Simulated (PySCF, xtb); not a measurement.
C4H7NS, SMILES CSC=C=CN. One conformer was computed; it need not be the lowest.

Harmonic wavenumbers (cm⁻¹) from GFN2-xTB (xtb 6.7.1) at its own minimum, in rising order: 23, 89, 140, 150, 237, 274, 351, 409, 540, 690, 700, 720, 730, 848, 942, 953, 999, 1120, 1175, 1240, 1316, 1428, 1451, 1455, 1516, 2041, 3017, 3021, 3026, 3030, 3060, 3429, 3481.

**Question.** What does r2SCAN-D4/def2-SVP run with PySCF give at its own minimum? (Estimate from the structure and the level; the computed values follow.)

**Answer.** 14, 88, 135, 156, 250, 291, 386, 442, 592, 621, 722, 747, 751, 887, 961, 970, 1002, 1164, 1219, 1286, 1324, 1439, 1454, 1479, 1620, 2040, 3035, 3085, 3111, 3144, 3166, 3551, 3667. Paired by order, the mean absolute difference is 41 cm⁻¹ and the zero-point energies are 62.3 and 64.0 kcal/mol.
